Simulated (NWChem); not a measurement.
System: AlHSCl2; SMILES [SH][Al]([Cl])[Cl]

Input file for NWChem:

```
start job
memory heap 200 mb stack 900 mb global 1100 mb
geometry units angstroms noautosym nocenter noautoz
  Al    -0.011474    -0.029089     0.000367
  Cl     0.337299    -2.085966    -0.000812
  Cl    -1.973722     0.693027     0.000423
  S      1.675023     1.325914     0.001519
  H      0.884050     2.423287     0.002035
end
basis spherical
  * library def2-svpd
end
dft
  xc xpbe96 cpbe96
  iterations 150
end
property
  response 1 0.0
end
task dft property
```

Geometry: optimised at PBE0/def2-SVP.

Static field.

**Question.** What results follow from this input? (PBE/def2-SVPD.) Quantities: isotropic polarisability (bohr³); anisotropy (bohr³).

**Answer.** 
| Item | Value |
|---|---|
| isotropic polarisability (bohr³) | 75.7 |
| anisotropy (bohr³) | 24.6 |
